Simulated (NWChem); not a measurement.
System: C3H6OSi; SMILES C#CCO[SiH3]

The following NWChem deck was run.

```
start job
memory heap 200 mb stack 900 mb global 1100 mb
geometry units angstroms noautoz
  C      0.344645     3.085234     0.000000
  C     -0.084170     1.953890     0.000000
  C     -0.630004     0.598659     0.000000
  O      0.392368    -0.360409     0.000000
  Si     0.124241    -2.007209     0.000000
  H      0.731695     4.087562     0.000000
  H     -1.284176     0.485544     0.887849
  H     -1.284176     0.485544    -0.887849
  H      1.465002    -2.647391     0.000000
  H     -0.651478    -2.416792     1.213138
  H     -0.651478    -2.416792    -1.213138
end
basis spherical
  * library aug-cc-pvdz
end
dft
  xc xtpss03 ctpss03
  iterations 150
  semidirect filesize 400000000
  mulliken
end
task dft energy
```

Excerpt of the output:

```
             Northwest Computational Chemistry Package (NWChem) 7.3.0
             --------------------------------------------------------

 CS  symmetry detected

                             Geometry "geometry" -> ""
                             -------------------------

 Output coordinates in angstroms (scale by  1.889725989 to convert to a.u.)

  No.       Tag          Charge          X              Y              Z
 ---- ---------------- ---------- -------------- -------------- --------------
    1 C                    6.0000     0.34472384     3.07376196     0.00000000
    2 C                    6.0000    -0.09200022     1.94544744     0.00000000
    3 C                    6.0000    -0.64730765     0.59407056     0.00000000
    4 O                    8.0000     0.36832569    -0.37213069     0.00000000
    5 Si                  14.0000     0.08867743    -2.01701341     0.00000000
    6 H                    1.0000     0.73878079     4.07335599     0.00000000
    7 H                    1.0000    -1.30225545     0.48553763     0.88784900
    8 H                    1.0000    -1.30225545     0.48553763    -0.88784900
    9 H                    1.0000     1.42492421    -2.66656524     0.00000000
   10 H                    1.0000    -0.68988971    -2.42115624     1.21313800
   11 H                    1.0000    -0.68988971    -2.42115624    -1.21313800

 Effective nuclear repulsion energy (a.u.)     199.7198821343

      Symmetry information
      --------------------

 Group name             Cs
 Group number              2
 Group order               2
 No. of unique centers     9

                                 NWChem DFT Module
                                 -----------------

 Summary of "ao basis" -> "ao basis" (spherical)
 ------------------------------------------------------------------------------
       Tag                 Description            Shells   Functions and Types
 ---------------- ------------------------------  ------  ---------------------
 C                        aug-cc-pvdz                9       23   4s3p2d
 O                        aug-cc-pvdz                9       23   4s3p2d
 Si                       aug-cc-pvdz               11       27   5s4p2d
 H                        aug-cc-pvdz                5        9   3s2p

      Symmetry analysis of basis
      --------------------------

        a'        115
        a"         58

            General Information
            -------------------
          SCF calculation type: DFT
          Wavefunction type:  closed shell.
          No. of atoms     :    11
          No. of electrons :    46
           Alpha electrons :    23
            Beta electrons :    23
          Charge           :     0
          Spin multiplicity:     1
          Use of symmetry is: on ; symmetry adaption is: on
          Maximum number of iterations: 150
          AO basis - number of functions:   173
                     number of shells:    77
          Convergence on energy requested:  1.00D-06
          Convergence on density requested:  1.00D-05
          Convergence on gradient requested:  5.00D-04

              XC Information
              --------------
                  TPSS metaGGA Exchange Functional  1.000
             TPSS03 metaGGA Correlation Functional  1.000

             Grid Information
             ----------------
          Grid used for XC integration:  medium
          Radial quadrature: Mura-Knowles
          Angular quadrature: Lebedev.
          Tag              B.-S. Rad. Rad. Pts. Rad. Cut. Ang. Pts.
          ---              ---------- --------- --------- ---------
          C                   0.70       49          18.0       434
          O                   0.60       49          15.0       434
          Si                  1.10       88          19.0       590
          H                   0.35       45          20.0       434
          Grid pruning is: on
          Number of quadrature shells:   464
          Spatial weights used:  Erf1

      Superposition of Atomic Density Guess
      -------------------------------------

 Sum of atomic energies:        -479.59989020

      Non-variational initial energy
      ------------------------------

 Total energy =    -481.981205
 1-e energy   =   -1054.001496
 2-e energy   =     372.300408
 HOMO         =      -0.323148
 LUMO         =      -0.004902

      Symmetry analysis of molecular orbitals - initial
      -------------------------------------------------

  Numbering of irreducible representations:

     1 a'          2 a"

  Orbital symmetries:

     1 a'          2 a'          3 a'          4 a'          5 a'
     6 a'          7 a'          8 a'          9 a"         10 a'
    11 a'         12 a'         13 a'         14 a'         15 a"
    16 a'         17 a'         18 a'         19 a"         20 a'
    21 a"         22 a'         23 a"         24 a'         25 a'
    26 a'         27 a"         28 a'         29 a'         30 a"
    31 a'         32 a"         33 a'

------------------------------------------------------------
EAF file 0: "./job.aoints.0" size=342884352 bytes
------------------------------------------------------------
               write      read    awrite     aread      wait
               -----      ----    ------     -----      ----
     calls:      654         0         0         0         0
   data(b): 3.43e+08  0.00e+00  0.00e+00  0.00e+00
   time(s): 0.00e+00  0.00e+00  0.00e+00  0.00e+00  0.00e+00
rate(mb/s): 0.00e+00  0.00e+00
------------------------------------------------------------

     ---------------------------------------------
      Total Density - Mulliken Population Analysis
     ---------------------------------------------

    Atom       Charge   Shell Charges
 -----------   ------   -------------------------------------------------------
    1 C    6     5.37   2.01  0.74  0.91 -0.82  1.95  0.34  0.17  0.04  0.04
    2 C    6     6.38   2.01  0.74  0.81 -0.01  1.91  0.21  0.40  0.07  0.24
    3 C    6     5.08   2.01  0.69  0.18  0.15  1.77  0.25  0.09  0.11 -0.17
    4 O    8     9.22   2.00  0.85  0.99  0.15  3.04  2.06  0.09  0.01  0.04
    5 Si  14    13.65   2.00  2.03  0.74  0.49 -0.13  6.01  1.18  1.06  0.02  0.21  0.05
    6 H    1     1.49   0.64  0.87 -0.05  0.03 -0.01
    7 H    1     1.11   0.70  0.36  0.00  0.03  0.02
    8 H    1     1.11   0.70  0.36  0.00  0.03  0.02
    9 H    1     0.85   0.70  0.12  0.02  0.01  0.01
   10 H    1     0.86   0.70  0.13  0.02  0.01  0.00
   11 H    1     0.86   0.70  0.13  0.02  0.01  0.00

   convergence    iter        energy       DeltaE   RMS-Dens  Diis-err
 ---------------- ----- ----------------- --------- --------- ---------
 d= 0,ls=0.0,diis     1   -482.5729310517 -6.82D+02  3.32D-02  6.77D-01
 d= 0,ls=0.0,diis     2   -482.4925271689  8.04D-02  6.93D-03  1.63D+00
 d= 0,ls=0.0,diis     3   -482.6484533661 -1.56D-01  2.16D-03  1.01D-01
 d= 0,ls=0.0,diis     4   -482.6561090655 -7.66D-03  1.01D-03  1.87D-02
 d= 0,ls=0.0,diis     5   -482.6578550337 -1.75D-03  4.52D-04  4.34D-03
  Resetting Diis
 d= 0,ls=0.0,diis     6   -482.6583200489 -4.65D-04  2.77D-04  7.62D-04
 d= 0,ls=0.0,diis     7   -482.6584232763 -1.03D-04  5.31D-05  6.47D-06
 d= 0,ls=0.0,diis     8   -482.6584226315  6.45D-07  3.23D-05  1.18D-05
 d= 0,ls=0.0,diis     9   -482.6584237265 -1.09D-06  1.06D-05  3.62D-06
 d= 0,ls=0.0,diis    10   -482.6584242042 -4.78D-07  1.43D-06  5.70D-08

         Total DFT energy =     -482.658424204206
      One electron energy =    -1058.173805419113
           Coulomb energy =      423.835803776739
    Exchange-Corr. energy =      -48.040304696124
 Nuclear repulsion energy =      199.719882134291

 Numeric. integr. density =       46.000003850733

                  Occupations of the irreducible representations
                  ----------------------------------------------

                     irrep           alpha         beta
                     --------     --------     --------
                     a'               18.0         18.0
                     a"                5.0          5.0

                       DFT Final Molecular Orbital Analysis
                       ------------------------------------

 Vector   21  Occ=2.000000D+00  E=-2.656068D-01  Symmetry=a"
              MO Center=  4.5D-02,  1.9D-01, -2.0D-15, r^2= 4.6D+00
   Bfn.  Coefficient  Atom+Function         Bfn.  Coefficient  Atom+Function
  ----- ------------  ---------------      ----- ------------  ---------------
    76      0.447175   4 O  pz               79      0.320283   4 O  pz
    30     -0.257593   2 C  pz                7     -0.238170   1 C  pz
   106     -0.171344   5 Si pz              156     -0.162004  10 H  s
   165      0.162004  11 H  s                10     -0.158192   1 C  pz
    33     -0.129050   2 C  pz               82      0.110733   4 O  pz

 Vector   22  Occ=2.000000D+00  E=-2.570629D-01  Symmetry=a'
              MO Center=  1.1D-01,  2.4D+00, -1.4D-16, r^2= 1.8D+00
   Bfn.  Coefficient  Atom+Function         Bfn.  Coefficient  Atom+Function
  ----- ------------  ---------------      ----- ------------  ---------------
     5      0.396168   1 C  px               28      0.396915   2 C  px
    31      0.231063   2 C  px                8      0.171152   1 C  px
     6     -0.155069   1 C  py               29     -0.154590   2 C  py
    75     -0.100227   4 O  py               27      0.084961   2 C  s
    72     -0.077191   4 O  s                32     -0.074072   2 C  py

[...]
```

Level: TPSS/aug-cc-pVDZ. Structure relaxed at the PBE0/def2-SVP level.
